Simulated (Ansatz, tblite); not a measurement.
Spin states of Nb₃Te₆⁺, each relaxed with r2SCAN-D4/def2-SVP in Ansatz. Electronic energies in the gas phase.

In the def2 sets Nb, Te take a core potential; there is no spin–orbit coupling. The xTB rows come from tblite. The structure comes from a short search, and lower isomers may exist.

Singlet geometry (Cs within 0.1 Å):

Cartesian coordinates in Å:
```
Nb 0.038 1.020 -0.620
Nb 0.709 -1.880 0.209
Nb -1.732 2.128 0.878
Te -0.278 -1.433 -2.161
Te 0.742 3.141 0.914
Te -1.212 -0.351 1.650
Te -2.367 1.680 -1.681
Te 1.504 -4.223 0.577
Te 2.596 -0.082 0.235
```

Triplet geometry (Cs within 0.1 Å):

```xyz
9

Nb    0.897    0.571    0.142
Nb   -1.792   -0.232   -0.892
Nb    2.005   -0.996    1.836
Te   -1.513    2.244    0.018
Te    3.342   -0.663   -0.383
Te   -0.486   -1.806    0.925
Te    1.529    1.415    2.723
Te   -4.038   -0.980   -1.701
Te    0.056    0.448   -2.669
```

⟨S²⟩: triplet 2.06 at PBE0-D4/def2-SVP (pure 2.00).

Run but left out: HF/def2-SVP, MP2/def2-SVP (singlet: restricted singlet, unstable towards broken spin symmetry).

The quintet was relaxed too but is left out (too few levels).

Problem. Estimate which spin state lies lowest at each of these levels, and by how much: GFN1-xTB; GFN2-xTB; PBE-D4/def2-SVP; PBE0-D4/def2-SVP.

Solution. 
| level | triplet − singlet (kJ/mol) | lowest of these | remarks |
| --- | --- | --- | --- |
| GFN1-xTB | 16.7 | singlet | – |
| GFN2-xTB | -78.3 | triplet | – |
| PBE-D4/def2-SVP | 29.8 | singlet | restricted SCF unstable in HF (singlet) |
| PBE0-D4/def2-SVP | 14.1 | singlet | restricted SCF unstable in HF (singlet) |

The xTB methods have no spin-polarisation term.
